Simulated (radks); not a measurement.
Question: The mean radii <r> (bohr) of the occupied orbitals of an atom or ion are listed with their occupations. All-electron calculation, Dirac Kohn-Sham, LDA (Slater exchange, Perdew-Wang correlation), spin-unpolarised, spherical densities, finite nucleus; Fermi nuclear charge, rms radius of each element as measured or else 0.836 A^(1/3) + 0.57 fm. Program: a radial shooting solver on a logarithmic mesh with Libxc functionals.

orbital  occ.      <r>
1s1/2       2  0.01745
2s1/2       2  0.07301
2p1/2       2  0.06019
2p3/2       4  0.06850
3s1/2       2   0.1901
3p1/2       2   0.1802
3p3/2       4   0.1955
3d3/2       4   0.1705
3d5/2       6   0.1752
4s1/2       2   0.4235
4p1/2       2   0.4268
4p3/2       4   0.4608
4d3/2       4   0.4721
4d5/2       6   0.4835
5s1/2       2   0.9781
5p1/2       2    1.063
4f5/2       6   0.5314
4f7/2       8   0.5391
5p3/2       4    1.163
5d3/2     2.8    1.594
5d5/2     4.2    1.649

Name the element and its charge. Open shells, if any, are shared by 2j + 1.

Answer: Z = 77, iridium, charge +2: Ir2+ in [Xe] 4f14 5d7. The 1s radius gives Z: for a bare nucleus <r> = (2 gamma + 1)/(2Z) with gamma = sqrt(1 - (Z/c)^2), 0.01724 bohr for Z = 77, and screening makes it slightly larger (0.01745 here). The occupations add up to 75, and the charge is Z minus that.
